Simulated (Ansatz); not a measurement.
`BO[SiH2]N` + H₂ → `N[SiH3]` + `BO`  (hydrogenolysis of the Si–O bond)

Isolated molecules relaxed with PBE0-D4/def2-TZVP in Ansatz; ΔE leaves out vibrations. CBS: MP2 limit from def2 TZ/QZ plus the TZ coupled-cluster correction, frozen cores. This one scheme is used for every species. DFT in def2-TZVPP. Each species was taken in one conformer, which may not be the lowest.

`BO[SiH2]N`:

Z-matrix (Å, degrees):
```
Si
O 1 1.666
N 1 1.699 2 114.2
H 1 1.483 2 107.5 3 -120.2
H 1 1.479 2 105.2 3 118.4
B 2 1.344 1 132.0 3 114.0
H 3 1.006 1 121.7 2 -78.6
H 3 1.006 1 121.7 2 74.7
H 6 1.205 2 120.2 1 0.3
H 6 1.200 2 118.3 1 -179.6
```

H₂:

Z-matrix (Å, degrees):
```
H
H 1 0.746
```

`N[SiH3]`:

```xyz
7

N    -0.010   -1.025   -0.294
Si    0.041    0.653    0.077
H    -0.900   -1.488   -0.386
H     0.673   -1.646    0.112
H    -0.880    1.355   -0.854
H    -0.361    1.029    1.466
H     1.437    1.122   -0.121
```

`BO`:

```xyz
5

B    -0.032   -0.376    0.187
O     0.275    0.490   -0.800
H     0.196   -1.532   -0.020
H    -0.511    0.014    1.217
H     0.072    1.404   -0.584
```

```json
{"level": "r2SCAN-D4", "ΔE (kJ/mol)": "88.5"}
{"level": "CCSD(T)/def2-SVP", "ΔE (kJ/mol)": "66.0"}
{"level": "HF/def2-TZVPP", "ΔE (kJ/mol)": "80.2"}
{"level": "MP2/def2-TZVPP", "ΔE (kJ/mol)": "91.8"}
```

Q: What does CCSD(T)/CBS give? (Best estimate.)

A: Ansatz gave: +88.5 kJ/mol. The listed levels differ from it by 0.0, -22.5, -8.3, 3.3 kJ/mol.

Largest T1 diagnostic among the species: 0.014.

In def2-TZVPP, CCSD(T) changes the Hartree–Fock value by +4.9 kJ/mol (the triples alone add +2.2 kJ/mol) and MP2 by +11.6 kJ/mol. Leaving LDA and LC-ωPBE aside and taking each functional with its dispersion term where it has one, the values, not all of them listed here, spread over 11.7 kJ/mol, from PBE-D4 to BHLYP-D4. LDA lies +8.0 kJ/mol from PBE without D4. At CCSD(T), def2-SVP lies −22.4 kJ/mol from the extrapolated value and def2-TZVPP −3.3 kJ/mol.
